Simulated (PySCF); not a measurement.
**Two-component Hartree-Fock for Hg⁷⁵⁺ (mercury, charge +75)**

Start: [He] 2s2 2p1; 2p3/2 filled at m_j = +3/2. Calculated with PySCF 2.14 in an even-tempered Gaussian basis (16 s from 65 bohr⁻², ratio 2.4; 13 p from 85 bohr⁻², ratio 2.4; 5 d from 270 bohr⁻², ratio 2.6; 4 f from 410 bohr⁻², ratio 2.6): generalised Hartree-Fock with the X2C-1e Hamiltonian and a Gaussian nucleus; one run each with spin-orbit coupling (SO) screened by Boettger's factors, then bare. This is a chosen level, not necessarily the ground level.

```tsv
spinor shell	electrons	ε, screened SO (eV)	ε, bare SO (eV)	weight of nominal j (bare SO)	rms radius, bare SO (bohr)
1s1/2	2	-92837.0	-92837.5	1.000	0.0186
2s1/2	2	-22860.5	-22860.6	1.000	0.0727
2p3/2	1	-20498.3	-20484.4	1.000	0.0682
```

| quantity | screened SO | bare SO |
| --- | --- | --- |
| E (hartree) | -9471.08134 | -9470.57095 |
| M_J | 3/2 | 3/2 |
| ⟨J²⟩ | 3.750 | 3.750 |
| ⟨L²⟩ | 2.000 | 2.000 |
| ⟨S²⟩ | 0.750 | 0.750 |

Each row is a mean over spinors that exchange with the open shell spreads, by up to 72.509 eV (2s1/2).

Breit and QED terms are absent; they matter most for the inner s and p1/2 levels.

Densities and radii are taken from the X2C orbitals without a picture-change correction, which distorts them close to the nucleus.
